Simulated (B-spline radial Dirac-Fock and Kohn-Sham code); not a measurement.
## Core-level shifts of dysprosium with charge state

Level of theory: Dirac-Fock energy differences between relaxed states, corrected for Breit and QED terms; a radial atomic solver. Each ion is free and in its tabulated ground configuration. No correlation.

Reference: Dy¹²⁺, [Kr] 4d10 4f6 5s2, with 2p3/2 8041.5 eV, 3s 2302.5 eV, 3d3/2 1583.8 eV, 4s 664.3 eV, 4p3/2 542.6 eV, Kα1 (K-L3) 45996.1 eV, Kβ1 (K-M3) 52107.0 eV, Lℓ (L3-M1) 5739.1 eV. Shifts from it, in eV (a dash: the subshell is empty, belongs to an open shell averaged over j, or its hole state is left out as unreliable):

```
  ion      configuration   2p3/2      3s   3d3/2      4s   4p3/2    Kα1    Kβ1     Lℓ
Dy¹³⁺  [Kr] 4d10 4f6 5s1   +26.2   +24.9   +25.5       –   +24.2  +0.61  +1.46  +1.27
Dy¹⁴⁺  [Kr] 4d10 4f4 5s2   +74.7   +77.1   +76.6   +69.4   +67.6  -1.95  -4.09  -2.41
Dy¹⁵⁺      [Kr] 4d10 4f5   +91.3   +90.2   +90.8   +83.6   +83.4  +0.78  +1.58  +1.17
Dy¹⁶⁺      [Kr] 4d10 4f4  +131.4  +131.3  +131.6  +120.2  +119.1  -0.17  -0.32  +0.09
Dy¹⁷⁺      [Kr] 4d10 4f3  +173.1  +174.1  +174.2  +158.0  +155.8  -1.19  -2.28  -0.98
Dy¹⁸⁺      [Kr] 4d10 4f2       ?       ?       ?       ?       ?      ?      ?      ?
Dy¹⁹⁺      [Kr] 4d10 4f1  +261.5  +264.6  +264.2  +236.6  +232.3  -3.46  -6.28  -3.04
Dy²⁰⁺          [Kr] 4d10  +308.2  +312.2  +311.6  +277.4  +272.0  -4.71  -8.30  -4.01
Dy²¹⁺           [Kr] 4d9  +360.7  +361.0  +360.9  +317.9  +311.1  -4.51  -4.32  -0.33
Dy²²⁺           [Kr] 4d8  +414.4  +410.9       –  +359.0  +350.8  -4.28  -0.06  +3.59
```

Question: Give the missing shifts for Dy¹⁸⁺.

Answer: 2p3/2 +216.5, 3s +218.5, 3d3/2 +218.4, 4s +196.8, 4p3/2 +193.6, Kα1 -2.29, Kβ1 -4.27, Lℓ -2.03 (eV).

Over this range L3 (2p3/2) moves by +414.4 eV and Kα1 by -4.3 eV: a line is a difference of two levels that shift in the same direction.

Values without a named source are computed, but for edge energies of neutral atoms, which are taken from tables.
